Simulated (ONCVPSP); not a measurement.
# Varying the ONCV potential for N

Base potential:

```
Element                 : N
Generator               : ONCVPSP 4.0.1
Type                    : optimised norm-conserving Vanderbilt (ONCV)
Functional              : PBE
Relativity              : scalar-relativistic
Frozen core             : [He]
Valence charge          : 5
Reference configuration : 2s2 2p2 (charge +1)
Partial waves           : 2s: rc 1.10 bohr, ncon 4, nbas 8, qcut 7.3 1/bohr, 2 projectors, debl 3.5 Ha; 2p: rc 1.45 bohr, ncon 3, nbas 6, qcut 9.2 1/bohr, 1 projector; d scattering state at 0.31 Ha: rc 1.25 bohr, ncon 3, nbas 8, qcut 8.5 1/bohr, 2 projectors, debl 3.6 Ha
Local potential         : polynomial inside 1.00 bohr (lpopt 5, dvloc0 4 Ha)
Core correction         : none
```

Cutoffs, loose and tight: the cutoffs (Ha) at which the residual kinetic energy of the hardest occupied pseudo-wave falls to 1 and 0.1 mHa per electron. They do not see the model core or the augmentation charge, which bear on the density cutoff. Test errors are all-electron minus pseudo excitation energies from the reference, over the configurations 2s2 2p3; 2s2 2p1; 2s2 2p0; 2s1 2p0. A dash means not determined; rows that change the core or the reference have their own tests.

| change | outcome | cutoff, loose | cutoff, tight | bound ghosts | GHOST(+) flags above zero | largest test error (meV) |
| --- | --- | --- | --- | --- | --- | --- |
| base | generated | 28 Ha | 76 Ha | none | none | +863 |
| all radii scaled by about 0.89 (s 0.98, p 1.30, d 1.12 bohr); local potential polynomial inside 0.90 bohr (lpopt 5, dvloc0 4 Ha) | generated | 30 Ha | 143 Ha | none | none | +756 |
| all radii scaled by about 0.95 (s 1.04, p 1.38, d 1.18 bohr); local potential polynomial inside 0.94 bohr (lpopt 5, dvloc0 4 Ha) | generated | 29 Ha | 118 Ha | none | none | +814 |
| all radii scaled by about 1.14 (s 1.26, p 1.66, d 1.42 bohr); local potential polynomial inside 1.14 bohr (lpopt 5, dvloc0 4 Ha) | generated | 25 Ha | 30 Ha | none | none | +1034 |
| all radii scaled by about 1.22 (s 1.34, p 1.76, d 1.52 bohr); local potential polynomial inside 1.20 bohr (lpopt 5, dvloc0 4 Ha) | generated | 23 Ha | 27 Ha | none | none | +1230 |
| all radii scaled by about 1.30 (s 1.44, p 1.88, d 1.62 bohr); local potential polynomial inside 1.30 bohr (lpopt 5, dvloc0 4 Ha) | generated | 21 Ha | 25 Ha | none | none | +1434 |

(1) What comes out with this change to the base: all radii scaled by about 1.07 (s 1.18, p 1.54, d 1.34 bohr); local potential polynomial inside 1.06 bohr (lpopt 5, dvloc0 4 Ha)?

(2) What comes out with this change to the base: all radii scaled by about 0.80 (s 0.88, p 1.16, d 1.00 bohr); local potential polynomial inside 0.80 bohr (lpopt 5, dvloc0 4 Ha)?

## Answers

(1) outcome: generated; cutoff, loose: 27 Ha; cutoff, tight: 39 Ha; bound ghosts: none; GHOST(+) flags above zero: none; largest test error (meV): +920.

(2) outcome: generated; cutoff, loose: 33 Ha; cutoff, tight: 174 Ha; bound ghosts: none; GHOST(+) flags above zero: none; largest test error (meV): +664.

Reading the sweep of the scale of all radii (base = 1) (base included, trends over the rows without a ghost): The loose cutoff falls from 33 Ha at 0.8 to 21 Ha at 1.3. A larger radius leaves more room for a smooth pseudo-wave, so fewer plane waves are needed; a smaller one forces it to follow the all-electron wave where it bends sharply. The median size of the test errors (rows with all tests solved) rises from 177.0 meV at 0.8 to 503.1 meV at 1.3. More of the atom is replaced by a form fitted at one configuration, so other configurations suffer as the radius grows.
